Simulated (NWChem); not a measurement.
System: C5H5N; SMILES C=C1C=CN=C1

Parts of the log:

```
             Northwest Computational Chemistry Package (NWChem) 7.3.0
             --------------------------------------------------------

                             Geometry "geometry" -> ""
                             -------------------------

 Output coordinates in angstroms (scale by  1.889725989 to convert to a.u.)

  No.       Tag          Charge          X              Y              Z
 ---- ---------------- ---------- -------------- -------------- --------------
    1 C                    6.0000    -0.04924500    -2.08946100     0.00000000
    2 C                    6.0000     0.01869700    -0.74759200     0.00000000
    3 C                    6.0000     1.18061400     0.14525500     0.00000000
    4 C                    6.0000     0.67492500     1.39928800     0.00000000
    5 N                    7.0000    -0.75617400     1.42705300     0.00000000
    6 C                    6.0000    -1.12961600     0.18855400     0.00000000
    7 H                    1.0000     0.84145400    -2.71231100     0.00000000
    8 H                    1.0000    -1.00586900    -2.60574300     0.00000000
    9 H                    1.0000     2.21853800    -0.16007700     0.00000000
   10 H                    1.0000     1.20976300     2.34158400     0.00000000
   11 H                    1.0000    -2.17641500    -0.10508800     0.00000000

 Effective nuclear repulsion energy (a.u.)     202.5130656762

                              NWChem Property Module
                              ----------------------

  itol2e modified to match energy
  convergence criterion.

                                 NWChem DFT Module
                                 -----------------

 Summary of "ao basis" -> "ao basis" (spherical)
 ------------------------------------------------------------------------------
       Tag                 Description            Shells   Functions and Types
 ---------------- ------------------------------  ------  ---------------------
 C                          def2-svp                 6       14   3s2p1d
 N                          def2-svp                 6       14   3s2p1d
 H                          def2-svp                 3        5   2s1p

  itol2e modified to match energy
  convergence criterion.

            General Information
            -------------------
          SCF calculation type: DFT
          Wavefunction type:  closed shell.
          No. of atoms     :    11
          No. of electrons :    42
           Alpha electrons :    21
            Beta electrons :    21
          Charge           :     0
          Spin multiplicity:     1
          Use of symmetry is: off; symmetry adaption is: off
          Maximum number of iterations: 150
          AO basis - number of functions:   109
                     number of shells:    51
          Convergence on energy requested:  1.00D-07
          Convergence on density requested:  1.00D-05
          Convergence on gradient requested:  5.00D-04

              XC Information
              --------------
                         B3LYP Method XC Potential
                     Hartree-Fock (Exact) Exchange  0.200
                        Slater Exchange Functional  0.800 local
                    Becke 1988 Exchange Functional  0.720 non-local
              Lee-Yang-Parr Correlation Functional  0.810
                  VWN I RPA Correlation Functional  0.190 local

             Grid Information
             ----------------
          Grid used for XC integration:  fine
          Radial quadrature: Mura-Knowles
          Angular quadrature: Lebedev.
          Tag              B.-S. Rad. Rad. Pts. Rad. Cut. Ang. Pts.
          ---              ---------- --------- --------- ---------
          C                   0.70       70          12.0       590
          N                   0.65       70          12.0       590
          H                   0.35       60          13.0       590
          Grid pruning is: on
          Number of quadrature shells:   720
          Spatial weights used:  Erf1

[...]

          -----------------------
          Electric field gradient
          -----------------------

 1 a.u. = 0.324123 10**(16) esu/cm**3  ( or statvolts/cm**2 ) = 0.97174 10**(22) v/m**2

 ------------------------------------------------------------
   Atom      X         Y         Z
 ------------------------------------------------------------
    1 C   -0.09306  -3.94851   0.00000
 ------------------------------------------------------------

 Electric field gradient in molecular frame (a.u.)
         XX             YY             ZZ             XY             XZ             YZ
 ------------------------------------------------------------------------------------------
        0.142967       0.234521      -0.377488       0.005145       0.000000      -0.000000

 Principal components (a.u.) and orientation
 of principal axis w.r.t. absolute frame                      Asymmetry parameter eta
 --------------------------------------------------------------------------------------
       -0.377488       0.234809       0.142679                       0.244063

       -0.000000       0.055935       0.998434
        0.000000       0.998434      -0.055935
        1.000000      -0.000000       0.000000

 ------------------------------------------------------------
   Atom      X         Y         Z
 ------------------------------------------------------------
    2 C    0.03533  -1.41274   0.00000
 ------------------------------------------------------------

 Electric field gradient in molecular frame (a.u.)
         XX             YY             ZZ             XY             XZ             YZ
 ------------------------------------------------------------------------------------------
        0.092125       0.201019      -0.293144       0.005214       0.000000      -0.000000

 Principal components (a.u.) and orientation
 of principal axis w.r.t. absolute frame                      Asymmetry parameter eta
 --------------------------------------------------------------------------------------
       -0.293144       0.201268       0.091876                       0.373171

       -0.000000       0.047716       0.998861
        0.000000       0.998861      -0.047716
        1.000000      -0.000000       0.000000

 ------------------------------------------------------------
   Atom      X         Y         Z
 ------------------------------------------------------------
    3 C    2.23104   0.27449   0.00000
 ------------------------------------------------------------

 Electric field gradient in molecular frame (a.u.)
         XX             YY             ZZ             XY             XZ             YZ
 ------------------------------------------------------------------------------------------
        0.027187       0.122480      -0.149667      -0.048095      -0.000000      -0.000000

 Principal components (a.u.) and orientation
 of principal axis w.r.t. absolute frame                      Asymmetry parameter eta
 --------------------------------------------------------------------------------------
       -0.149667       0.142534       0.007133                       0.904683

        0.000000      -0.384848       0.922980
        0.000000       0.922980       0.384848
        1.000000      -0.000000      -0.000000

 ------------------------------------------------------------
   Atom      X         Y         Z
 ------------------------------------------------------------
    4 C    1.27542   2.64427   0.00000
 ------------------------------------------------------------

 Electric field gradient in molecular frame (a.u.)
         XX             YY             ZZ             XY             XZ             YZ
 ------------------------------------------------------------------------------------------
       -0.016364       0.237327      -0.220962      -0.002305       0.000000      -0.000000

 Principal components (a.u.) and orientation
 of principal axis w.r.t. absolute frame                      Asymmetry parameter eta
 --------------------------------------------------------------------------------------
        0.237348      -0.220962      -0.016385                       0.861929

       -0.009086      -0.000000       0.999959
        0.999959       0.000000       0.009086
       -0.000000       1.000000       0.000000

 ------------------------------------------------------------
   Atom      X         Y         Z
 ------------------------------------------------------------
    5 N   -1.42896   2.69674   0.00000
 ------------------------------------------------------------

 Electric field gradient in molecular frame (a.u.)
         XX             YY             ZZ             XY             XZ             YZ
 ------------------------------------------------------------------------------------------
        0.000845       0.672816      -0.673661      -0.590443      -0.000000       0.000000

 Principal components (a.u.) and orientation
 of principal axis w.r.t. absolute frame                      Asymmetry parameter eta
 --------------------------------------------------------------------------------------
        1.016176      -0.673661      -0.342514                       0.325876

       -0.502706       0.000000       0.864457
        0.864457      -0.000000       0.502706
        0.000000       1.000000      -0.000000

 ------------------------------------------------------------
   Atom      X         Y         Z
 ------------------------------------------------------------
    6 C   -2.13466   0.35632   0.00000
 ------------------------------------------------------------

 Electric field gradient in molecular frame (a.u.)
         XX             YY             ZZ             XY             XZ             YZ
 ------------------------------------------------------------------------------------------
        0.139609       0.133312      -0.272921       0.035378      -0.000000       0.000000

[...]
```

Level: B3LYP/def2-SVP. Structure relaxed at the B3LYP/6-31G* (spherical d) level. NWChem prints the field gradient with the sign opposite to the second derivative of the potential.

Task: Write an input that gives this output.

Result: One answer among several that fit: the input that was run:
```
start job
memory heap 200 mb stack 900 mb global 1100 mb
geometry units angstroms noautosym nocenter noautoz
  C     -0.049245    -2.089461     0.000000
  C      0.018697    -0.747592     0.000000
  C      1.180614     0.145255     0.000000
  C      0.674925     1.399288     0.000000
  N     -0.756174     1.427053     0.000000
  C     -1.129616     0.188554     0.000000
  H      0.841454    -2.712311     0.000000
  H     -1.005869    -2.605743     0.000000
  H      2.218538    -0.160077     0.000000
  H      1.209763     2.341584     0.000000
  H     -2.176415    -0.105088     0.000000
end
basis spherical
  * library def2-svp
end
dft
  xc b3lyp
  iterations 150
end
property
  efieldgrad
end
task dft property
```
